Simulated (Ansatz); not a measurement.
## Redistribution: C2H5Cl + CH2I2 → C2H4ClI + CH3I

Species: C2H5Cl (chloroethane) `CCCl`, singlet; CH2I2 (diiodomethane) `ICI`, singlet; C2H4ClI `CC(Cl)I`, singlet; CH3I (methyl iodide) `CI`, singlet. The partners trade H for I; both sit on C, so the bond types are kept.

Shapes, held fixed at every level: PBE0-D4/def2-TZVP. Programs: Ansatz 0.2.0. The zero-point and thermal change to 298 K, harmonic and unscaled (PBE0-D4/def2-TZVP), is -1.5 kJ/mol.

```json
{"level": "HF/def2-SVP", "kind": "Hartree–Fock", "ΔH(298 K) (kJ/mol)": "-5.3", "less CCSD(T)/def2-TZVPP": "+4.1"}
{"level": "PBE-D4/def2-TZVPP", "kind": "GGA", "ΔH(298 K) (kJ/mol)": "-9.8", "less CCSD(T)/def2-TZVPP": "-0.4"}
{"level": "PBE0-D4/def2-TZVPP", "kind": "global hybrid", "ΔH(298 K) (kJ/mol)": "-8.8", "less CCSD(T)/def2-TZVPP": "+0.6"}
{"level": "r2SCAN0-D4/def2-TZVPP", "kind": "global hybrid", "ΔH(298 K) (kJ/mol)": "-10.0", "less CCSD(T)/def2-TZVPP": "-0.6"}
{"level": "MP2/def2-SVP", "kind": "perturbation theory", "ΔH(298 K) (kJ/mol)": "-13.1", "less CCSD(T)/def2-TZVPP": "-3.7"}
{"level": "CCSD(T)/def2-SVP", "kind": "coupled cluster or CI", "ΔH(298 K) (kJ/mol)": "-12.2", "less CCSD(T)/def2-TZVPP": "-2.8"}
{"level": "CCSD/def2-SVP", "kind": "coupled cluster or CI", "ΔH(298 K) (kJ/mol)": "-10.8", "less CCSD(T)/def2-TZVPP": "-1.4"}
{"level": "CCSD(T)/def2-TZVPP", "kind": "coupled cluster or CI", "ΔH(298 K) (kJ/mol)": "-9.4", "less CCSD(T)/def2-TZVPP": "0.0"}
```

The highest level, CCSD(T)/def2-TZVPP, gives ΔH(298 K) = -9.4 kJ/mol; the levels span -13.1 to -5.3. The column of differences is taken from that level and isn't an error. No measured value is set beside it here. For atoms past krypton def2 sets carry core potentials with scalar relativity. Outer-core shells of I are correlated in most correlated rows, in sets that cover them unevenly.
